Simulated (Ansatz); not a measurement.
Isolated molecules relaxed with PBE0-D4/def2-TZVP in Ansatz; ΔE leaves out vibrations. CCSD(T)/CBS is the MP2 limit (def2-TZVPP, def2-QZVPP) plus CCSD(T) − MP2 in def2-TZVPP, frozen cores. This one scheme is used for every species. Functionals use def2-TZVPP. Elements past krypton have def2 core potentials. For Te outer-core shells are correlated without core-valence functions, which leaves a few kJ/mol of doubt a bond. One conformer a species, not always the lowest.

Reaction (formal exchange of groups at the Si–S bond): `S[SiH2][TeH]` + `CCl` → `ClC[SiH2][TeH]` + H₂S

`S[SiH2][TeH]`:

```xyz
7

S    -1.650    0.075    1.382
Si   -0.440   -0.073   -0.368
Te    1.676    1.206   -0.022
H    -0.713   -0.432    2.202
H    -0.078   -1.471   -0.711
H    -1.294    0.500   -1.435
H     2.498    0.195   -1.048
```

`CCl`:

Z-matrix (Å, degrees):
```
C
Cl 1 1.773
H 1 1.088 2 108.6
H 1 1.087 2 108.7 3 -120.0
H 1 1.088 2 108.7 3 120.0
```

`ClC[SiH2][TeH]`:

Z-matrix (Å, degrees):
```
C
Si 1 1.881
Cl 1 1.787 2 108.7
H 1 1.090 2 111.6 3 119.0
H 1 1.090 2 112.0 3 -119.0
Te 2 2.496 1 110.6 3 -179.5
H 2 1.483 1 109.6 3 -63.5
H 2 1.482 1 109.2 3 58.1
H 6 1.658 2 91.3 1 -71.3
```

H₂S:

```xyz
3

S    -0.017    0.517    0.341
H    -0.228   -0.780    0.609
H     0.245    0.263   -0.950
```

| level | ΔE (kJ/mol) |
| --- | --- |
| r2SCAN-D4 | 64.5 |
| ωB97X-V | 61.8 |
| r2SCAN | 65.2 |
| HF/def2-TZVPP | 67.0 |
| CCSD(T)/def2-TZVPP | 58.3 |
| MP2/def2-QZVPP | 63.0 |
| HF/CBS(def2) | 66.7 |
| CCSD/CBS(def2) | 61.5 |

Q: What does CCSD(T)/CBS give? (An estimate is asked.)

A: Ansatz gave: +61.0 kJ/mol. The listed levels differ from it by 3.5, 0.8, 4.2, 6.0, -2.7, 2.0, 5.7, 0.5 kJ/mol.

Largest T1 diagnostic among the species: 0.011.

In def2-TZVPP, CCSD(T) changes the Hartree–Fock value by −8.8 kJ/mol (the triples alone add −0.4 kJ/mol) and MP2 by −5.6 kJ/mol.
